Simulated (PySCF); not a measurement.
CH5AlOS, SMILES [O](C)[AlH][SH]. The structure is a stationary point at PBE-D3(BJ)/def2-SVP. One conformer was computed; it need not be the lowest.

### Question
Give the equilibrium geometry at PBE-D3(BJ)/def2-SVP (PySCF confirms it by a frequency run) as bond lengths and angles, and its point group. (Estimate from the structure and the level; the computed values follow.)

### Answer
One answer among several that fit: point group Cs.
Atoms: Al1 H2 O3 C4 H5 H6 H7 S8 H9. Bonds (Å): Al1–H2 1.585, Al1–O3 1.708, Al1–S8 2.203, O3–C4 1.402, C4–H5 1.115, C4–H6 1.113, C4–H7 1.113, S8–H9 1.364. Angles (°): H2–Al1–O3 117.6, H2–Al1–S8 123.3, O3–Al1–S8 119.1, Al1–O3–C4 138.9, O3–C4–H5 113.3, O3–C4–H6 110.5, O3–C4–H7 110.5, H5–C4–H6 107.5, H5–C4–H7 107.5, H6–C4–H7 107.2, Al1–S8–H9 91.9.
